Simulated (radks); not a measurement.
Problem. The caesium ion Cs+, configuration [Xe] (the NIST ground configuration). Method: scalar-relativistic Kohn-Sham, r2SCAN, spin-polarised, spherical densities, finite nucleus; meta-GGA in the generalised Kohn-Sham scheme; Fermi nuclear charge, rms radius 4.8041 fm; computed with a radial shooting solver on a logarithmic mesh with Libxc functionals. Some entries of the table are withheld. Estimate them.

orbital  occ.  eigenvalue (hartree)  r(max) (bohr)  <1/r> (bohr^-1)
1s          2             -1317.985        0.01678            59.39
2s          2             -207.5612        0.09483            13.66
2p          6                   (1)        0.07620            13.00
3s          2                   (2)         0.2721            4.933
3p          6             -36.60867         0.2663            4.676
3d         10             -26.41987         0.2207            4.422
4s          2              -8.47131         0.6429            2.011
4p          6              -6.23683         0.6730            1.850
4d         10              -2.97321         0.7205            1.582
5s          2              -1.20286            (3)           0.7475
5p          6              -0.70179          1.779           0.6253

Solution. 
(1) 2p eigenvalue (hartree): -186.0959
(2) 3s eigenvalue (hartree): -43.55927
(3) 5s r(max) (bohr): 1.550
